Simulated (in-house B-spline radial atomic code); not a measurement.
RPA and G0W0 on BHandHLYP: neutral bismuth

Configuration [Xe] 4f14 5d10 6s2 6p3, highest spin, mean-field start BHandHLYP. Computed with a B-spline radial code for spherical atoms: all electrons, scalar-relativistic (spin-free one-electron X2C), finite nucleus, each spin shell either full or empty, empty states to l = 9 with an (l + 1/2)⁻⁴ tail; G0W0 by contour deformation at full frequency.

Without the two-electron picture change, the correlation of inner shells comes somewhat too large for so heavy an element.

Spin-orbit coupling, left out, splits p levels strongly here.

Command:
```bash
python run_gw.py task.json out
```
Settings (radii: box in bohr, nucleus in fm):
```
Z                        83
electrons                83
configuration            [Xe] 4f14 5d10 6s2 6p3
hamiltonian              x2c
method                   bhandhlyp
lmax                     9
rms_radius               5.5211
spin_polarised           True
box_radius               40
intervals                72
```

Time taken, with all properties: 21 s on 1 thread of Arm Neoverse N1 (shared host).

Energies (hartree):

| term | value |
| --- | --- |
| mean-field total | -21535.34446 |
| Hartree-Fock functional on these orbitals | -21529.43099 |
| direct second order | -8.0877 |
| second-order exchange | 2.0098 |
| SOSEX correction | 1.9004 |

(1) What is the RPA correlation energy, and what remains with SOSEX?

Quasi-particle levels (eV):

| level | occupied | mean field | Σx - vxc | Σc | QP weight | G0W0 |
| --- | --- | --- | --- | --- | --- | --- |
| 6p up | yes | -6.930 | -1.65 | ? | ? | ? |
| 6s down | yes | -15.170 | -0.42 | -1.56 | 0.890 | -17.154 |
| 6p down | no | -1.953 | 2.91 | -1.77 | 0.929 | -0.820 |

G0W0 = mean field + (Σx - vxc) + Σc, with Σc (partial-wave tail included) taken at the quasi-particle energy. Only the outer levels were computed. Levels of low weight are left out.

(2) Where does G0W0 put 6p up?

Results:

(1) RPA gives -7.1549 hartree (-2.35 eV per electron); RPA + SOSEX gives -5.2545, and the second-order doubles -6.0778 hartree (no singles). RPA lacks exchange-type terms and so overcorrelates at short range.

(2) At -8.932 eV, with Σc = -0.35 eV and a quasi-particle weight of 0.918. The tabulated removal energy is 7.286 eV (NIST, measured); the calculation leaves out spin-orbit coupling, Breit and QED terms, and what these don't explain is the method's own error.
